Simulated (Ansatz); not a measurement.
CH5Bi (SMILES [CH3][BiH2]) moved off its minimum; all values from Ansatz (a program for electronic structure), cores frozen in correlated methods. Elements past Kr take the def2 small-core potentials, without spin–orbit coupling.
(charge 0, multiplicity 1)
```xyz
7

Bi    -0.10352    -0.12061     0.15041
H      0.10196    -1.44820    -1.07149
H     -1.59761     0.40058    -0.69915
C      1.16598     1.30622    -1.08797
H      0.95754     2.32046    -0.64218
H      0.84243     1.27917    -2.11319
H      2.22257     1.05806    -0.94110
```

Forces at B3LYP/def2-TZVPP (eV/Å):

| atom | Fx | Fy | Fz |
|---|---|---|---|
| Bi1 | 0.013 | -0.294 | -0.189 |
| H2 | -0.028 | 0.057 | 0.169 |
| H3 | -0.081 | 0.022 | 0.024 |
| C4 | -0.041 | 1.149 | 1.111 |
| H5 | 0.320 | -0.959 | -0.576 |
| H6 | 0.113 | -0.035 | -0.307 |
| H7 | -0.296 | 0.060 | -0.233 |

Q: Give the forces (eV/Å), the total energy and the dipole at CCSD(T)/def2-TZVPPD.

A: 
```json
[
 {"atom": "Bi1", "Fx": "0.068", "Fy": "-0.251", "Fz": "-0.163"},
 {"atom": "H2", "Fx": "-0.017", "Fy": "0.045", "Fz": "0.142"},
 {"atom": "H3", "Fx": "-0.102", "Fy": "0.040", "Fz": "0.000"},
 {"atom": "C4", "Fx": "-0.113", "Fy": "1.061", "Fz": "1.185"},
 {"atom": "H5", "Fx": "0.309", "Fy": "-0.904", "Fz": "-0.550"},
 {"atom": "H6", "Fx": "0.085", "Fy": "-0.040", "Fz": "-0.389"},
 {"atom": "H7", "Fx": "-0.230", "Fy": "0.048", "Fz": "-0.224"}
]
```
Energy -254.6746 hartree, dipole 0.98 D.
